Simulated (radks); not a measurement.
Results of a calculation; reference values are marked as such.
Problem. These are the eigenvalues of the occupied orbitals of an atom or ion with whole-number occupations (eV). Level of theory: non-relativistic Kohn-Sham, BLYP, spin-polarised, spherical densities, point nucleus (a radial shooting solver on a logarithmic mesh with Libxc functionals).

| orbital | eigenvalue |
|---|---|
| 1s up | -663.7355 |
| 1s down | -663.0207 |
| 2s up | -30.4715 |
| 2s down | -28.7538 |
| 2p up | -11.8726 |
| 2p down | -10.2409 |

Which element is it, and in what charge state? The configuration may be excited. Open shells, if any, are filled with parallel spins first.

Solution. Z = 9, fluorine, charge 0: F in [He] 2s2 2p5. The list shows which subshells hold electrons but not how many an open one holds; the 1s level, -24.392 hartree, gives Z - s = 7.0 by -(Z - s)^2/2, which with screening narrows Z to a few neighbours, and the depths of the outer levels then fix element, charge and occupations together.
